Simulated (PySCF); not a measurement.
Ionisation energy of Ne⁺ by level of theory

Ne⁺ [He] 2s2 2p5 [2p1/2^2 2p3/2^3, M_J = 3/2] → Ne²⁺ [He] 2s2 2p4 [2p1/2^2 2p3/2^2, M_J = 2], as a difference of total energies. Computed with PySCF 2.14 in an uncontracted even-tempered set (20 s from 0.06 bohr⁻², ratio 2.4; 13 p from 0.077 bohr⁻², ratio 2.4; 6 d from 1.7 bohr⁻², ratio 2.6; 5 f from 2.6 bohr⁻², ratio 2.6), with the two-component X2C-1e Hamiltonian. Correlated levels: nothing frozen; the 30 highest virtual spinors dropped. "Screened" scales the spin-orbit matrix elements by Boettger's factors to mimic the two-electron term; Breit and QED terms are absent.

```tsv
method	ionisation energy (eV)	error (eV)
GHF (spin-free)	39.254	-1.709
GMP2 (spin-free)	40.744	-0.219
GHF (screened spin-orbit)	39.249	-1.714
GMP2 (screened spin-orbit)	40.739	-0.224
```

Reference: 40.963 eV (measured; NIST Atomic Spectra Database, ionization energies).

The labels give the starting determinants; with spin-orbit coupling the two ends relaxed to ⟨J²⟩ = 3.75, ⟨L²⟩ = 2.00, ⟨S²⟩ = 0.75 and ⟨J²⟩ = 6.00, ⟨L²⟩ = 2.00, ⟨S²⟩ = 2.00.
